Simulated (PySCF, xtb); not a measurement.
**Ranking isomers of C3H4BN**

3 gas-phase structures of C3H4BN, from a drawn sample of its isomers (lower ones may exist). Each was relaxed with GFN2-xTB:

A. `B/C=C\C#N`, a singlet
B. `BC(=C)C#N`, a singlet
C. `B/C=C/C#N`, a singlet

Task: Estimate their order in r2SCAN-D4/def2-SVP energy at these geometries, lowest first.

Result: Calculated order at r2SCAN-D4/def2-SVP: C (0.0), B (0.2), A (1.1) kcal/mol. Less than 1 kcal/mol parts C and B; B and A, so the order within those pairs means little. CCSD(T)/def2-SVP + ΔMP2/def2-TZVPP after further relaxation puts B lowest instead.

Energies above the lowest of each column, in kcal/mol; the last columns are at B3LYP/def2-SVP geometries:

```
structure  GFN2-xTB  HF/STO-3G  r2SCAN-D4/def2-SVP  B3LYP/def2-SVP  CCSD(T)/def2-SVP + ΔMP2/def2-TZVPP
        C       0.0        1.1                 0.0             0.0                                 1.0
        B       0.3        0.0                 0.2             0.2                                 0.0
        A       0.9        2.0                 1.1             1.5                                 2.3
```

Every level run on B puts it lowest or level with the lowest. CCSD(T)/def2-SVP + ΔMP2/def2-TZVPP orders those it was run on as B (0.0), C (1.0), A (2.3) kcal/mol. Flexible structures stand in one conformer each, not always the lowest. ΔMP2 is the change of the MP2 energy from the smaller to the larger basis.

Programs: PySCF 2.14.0, xtb 6.7.1.
